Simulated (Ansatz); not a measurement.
HF₄OW, charge +1, singlet, at a GFN2-xTB geometry (such geometries of metal compounds can be far from the true shape) (the multiplicity is a formal guess) (core potentials on W). Base run: Ansatz (a program for electronic structure) with BLYP/def2-SV(P).

Here is a job for Ansatz.
Ansatz 0.2 input:
```yaml
crystal:
  periodic: [false, false, false]
  atoms:
    - {symbol: W, position_ang: [0.00517043, 0.01064127, 0.00015456]}
    - {symbol: F, position_ang: [1.57163266, -0.84182049, -0.33845170]}
    - {symbol: F, position_ang: [-0.58071913, 0.17421454, 1.71045465]}
    - {symbol: F, position_ang: [-1.08889765, 0.46594466, -1.37493200]}
    - {symbol: F, position_ang: [-0.77847316, -1.60217707, -0.02327098]}
    - {symbol: O, position_ang: [0.78657628, 1.61885412, 0.02351321]}
    - {symbol: H, position_ang: [1.21289358, 2.49625856, 0.03625716]}
basis:
  gaussian:
    orbitals: def2-SV_P_.json
hamiltonian:
  xc: blyp
total_charge: 1
```
The basis file holds def2-SV(P) in the JSON format of the Basis Set Exchange.

Variants of this job, named by their change:

```json
[
 {"change": "base", "ΔE vs base (eV)": "0.00"},
 {"change": "symmetry_tolerance_ang = 0.01", "ΔE vs base (eV)": "0.00"},
 {"change": "occupation = up:A':21 A'':8 down:A':21 A'':8", "ΔE vs base (eV)": "13.86"},
 {"change": "occupation = up:A':20 A'':9 down:A':20 A'':9", "ΔE vs base (eV)": "0.00"},
 {"change": "occupation = up:A':19 A'':10 down:A':19 A'':10", "ΔE vs base (eV)": "13.42"}
]
```
